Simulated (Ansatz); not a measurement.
iridium atom (Ir), quartet (core potentials on Ir); SVWN5/def2-TZVP run with Ansatz (a quantum-chemistry and plane-wave program).

Input for Ansatz:
Ansatz 0.2 input:
```yaml
crystal:
  periodic: [false, false, false]
  atoms:
    - {symbol: Ir, position_ang: [0.00000000, 0.00000000, 0.00000000]}
basis:
  gaussian:
    orbitals: def2-TZVP
hamiltonian:
  xc: {name: SVWN5}
magnetization: {spin_polarized: true, initial_magnetization: 3}
```

It wrote (shortened):

```
Functional definition: SVWN5
352 factors; their error is unknown
mean field evaluation 1: about -2829.6568 eV, gradient 1.7e1 eV
mean field evaluation 2: about -2824.6568 eV, gradient 3.9e1 eV
mean field evaluation 4: about -2830.4550 eV, gradient 8.8e0 eV
mean field evaluation 8: about -2831.1368 eV, gradient 7.8e0 eV
mean field evaluation 16: about -2831.4011 eV, gradient 5.0e-4 eV
mean field evaluation 32: about -2831.4248 eV, gradient 1.1e-4 eV
mean field evaluation 64: about -2831.4011 eV, gradient 2.3e-3 eV
mean field evaluation 96: about -2831.2741 eV, gradient 2.5e-2 eV
mean field evaluation 128: about -2831.4011 eV, gradient 2.1e-2 eV
mean field evaluation 160: about -2831.4185 eV, gradient 1.2e-6 eV
mean field evaluation 192: about -2831.3973 eV, gradient 9.5e-1 eV
mean field -2831.42480856 eV, -104.0529425059 hartree, gradient 1.5e-6 eV, S^2 3.752023; 8 other end points of the search recorded, 0 dependent functions left out
reference -2831.42483208 eV, -104.0529433702 hartree; 10, 7 occupied and 30, 33 virtual orbitals, 352 factors
Total energy: -2831.42483208 eV, -104.0529433702 hartree
```
